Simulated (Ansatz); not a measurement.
Relaxing a trial structure of CH4AlInO

The starting geometry of this gas-phase singlet is a saddle point at B3LYP-D3(BJ)/def2-SVP, pushed by 0.25 Å along its imaginary mode; its bonds are those of `[CH3][AlH][O][In]`.

```csv
atom,x (Å),y (Å),z (Å)
C,-1.5058,-0.8770,0.5918
Al,-1.2886,0.5882,-0.7095
In,1.1261,3.3835,-0.0940
O,-0.1855,1.8558,-0.4046
H,-0.6141,-1.5657,0.5415
H,-1.5608,-0.4766,1.6518
H,-2.4389,-1.4827,0.3809
H,-2.1018,0.6125,-2.0725
```

Question: Where would you expect an optimisation with B3LYP-D3(BJ)/def2-SVP to take it?

Answer: It keeps its bonds, and is `[CH3][AlH][O][In]`.

The energy falls by 0.05 eV over 29 steps:

| step | E − E(last) (eV) |
| --- | --- |
| 1 | 0.046 |
| 4 | 0.005 |
| 7 | 0.004 |
| 10 | 0.003 |
| 13 | 0.002 |
| 17 | 0.001 |
| 20 | 0.000 |
| 23 | 0.000 |
| 26 | 0.000 |
| 29 | 0.000 |

Final geometry (Å):

```xyz
8

C    -1.5056   -0.8687    0.5996
Al   -1.1611    0.5268   -0.7338
In    0.8512    3.5941    0.0063
O    -0.2408    1.9094   -0.3696
H    -1.1242   -1.8459    0.2526
H    -1.0459   -0.6544    1.5781
H    -2.5912   -1.0018    0.7569
H    -1.7518    0.3785   -2.2047
```

Frequencies at the end are all real (lowest 39 cm⁻¹). Atoms past krypton carry core potentials, without spin–orbit terms. Run with Ansatz 0.2.0, 95 s on 1 thread of Intel(R) Xeon(R) Platinum 8488C (Sapphire Rapids), with other jobs on the host.
